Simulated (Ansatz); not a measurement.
Start from `[CH3][SnH2]/[CH]=C\F` and change one atom or group to get `C=C/C=C\F`.

Ansatz, PBE0-D4/def2-TZVP geometries, multiplicity 1. Each molecule was computed in one conformer, which needn't be the lowest.

Elements past krypton have def2 core potentials.

| property | `[CH3][SnH2]/[CH]=C\F` |
| --- | --- |
| LUMO energy (PBE0/def2-TZVPP) / eV | -0.25 |
| HOMO–LUMO gap (B3LYP/def2-TZVPP) / eV | 6.87 |
| size of the dipole moment (B3LYP/def2-TZVPP) / D | 1.05 |
| LUMO energy (B3LYP/def2-TZVPP) / eV | -0.50 |
| HOMO–LUMO gap (PBE0/def2-TZVPP) / eV | 7.33 |
| size of the dipole moment (ωB97M-V/def2-TZVPP) / D | 1.05 |

(1) What does the change do to each property? (Estimate.)

Answers

(1) The calculation gave: 
| property | `C=C/C=C\F` | shift |
| --- | --- | --- |
| LUMO energy (PBE0/def2-TZVPP) / eV | -0.86 | -0.61 |
| HOMO–LUMO gap (B3LYP/def2-TZVPP) / eV | 5.48 | -1.39 |
| size of the dipole moment (B3LYP/def2-TZVPP) / D | 1.23 | 0.18 |
| LUMO energy (B3LYP/def2-TZVPP) / eV | -1.08 | -0.58 |
| HOMO–LUMO gap (PBE0/def2-TZVPP) / eV | 5.90 | -1.43 |
| size of the dipole moment (ωB97M-V/def2-TZVPP) / D | 1.22 | 0.17 |

With PBE0 the HOMO rises by 0.83 eV and the LUMO falls by 0.61 eV, so the gap narrows by about 1.44 eV. PBE moves the HOMO by 0.66 eV and ωB97M-V by 0.95 eV. Dipoles are sizes alone; their direction can turn.

B3LYP here is the variant with VWN-RPA as its local correlation; programs differ in this.
